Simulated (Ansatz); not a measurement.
Pt₂Au₃⁺, 5 atoms. Hardware: 4 threads of Intel Xeon on a shared host.

In the def2 sets Au, Pt take a core potential; there is no spin–orbit coupling. Correlated methods freeze no core orbitals; core or outer-core shells of Pt, Au are correlated, in sets that lack core-valence functions.

Task: How many basis functions does each of these Ansatz runs have, and roughly what does it cost? PBE-D4/def2-TZVP, charge 1 singlet, energy and forces, from earlier orbitals; PBE-D4/def2-SVP, charge 1 singlet, relaxation, 12 steps; PBE0-D4/def2-TZVP, charge 1 singlet, energy, from earlier orbitals; LDA (SPW92)/def2-TZVP, charge 1 singlet, energy, from earlier orbitals; PBE-D4/def2-SVP, charge 1 singlet, energy, from earlier orbitals; PBE0-D4/def2-SVP, charge 1 singlet, energy, from earlier orbitals; B3LYP-D4/def2-TZVP, charge 1 singlet, energy, from earlier orbitals; PBE0-D4/def2-SVP, charge 1 singlet, energy with a search over starts; BHLYP-D4/def2-TZVP, charge 1 singlet, energy, from earlier orbitals; r2SCAN-D4/def2-TZVP, charge 1 singlet, energy, from earlier orbitals; CCSD(T)/def2-SVP, charge 1 singlet, energy, from earlier orbitals; MP2/def2-TZVP, charge 1 singlet, energy, from earlier orbitals.

Result: Other jobs shared the machine, so times can vary by a factor of up to 3. A dash marks memory too small to be measured apart from the calling script's.

```
                                                                         run  functions  fitting or Cholesky vectors  wall time  peak host memory (GiB)
            PBE-D4/def2-SVP, charge 1 singlet, energy, from earlier orbitals        160                         1626        6 s                       –
      LDA (SPW92)/def2-TZVP, charge 1 singlet, energy, from earlier orbitals        200                         1866      6.5 s                       –
PBE-D4/def2-TZVP, charge 1 singlet, energy and forces, from earlier orbitals        200                         1866      9.1 s                       –
           PBE0-D4/def2-SVP, charge 1 singlet, energy, from earlier orbitals        160                         1762      9.5 s                    0.59
        r2SCAN-D4/def2-TZVP, charge 1 singlet, energy, from earlier orbitals        200                         1866       14 s                       –
         B3LYP-D4/def2-TZVP, charge 1 singlet, energy, from earlier orbitals        200                         1998       14 s                    0.85
          PBE0-D4/def2-TZVP, charge 1 singlet, energy, from earlier orbitals        200                         2061       15 s                    0.87
         BHLYP-D4/def2-TZVP, charge 1 singlet, energy, from earlier orbitals        200                         2428       22 s                    0.97
        PBE0-D4/def2-SVP, charge 1 singlet, energy with a search over starts        160                         1762       23 s                    0.59
              MP2/def2-TZVP, charge 1 singlet, energy, from earlier orbitals        200                         1880       82 s                     1.1
                     PBE-D4/def2-SVP, charge 1 singlet, relaxation, 12 steps        160                         1626       87 s                       –
           CCSD(T)/def2-SVP, charge 1 singlet, energy, from earlier orbitals        160                         1630     14 min                     3.4
```
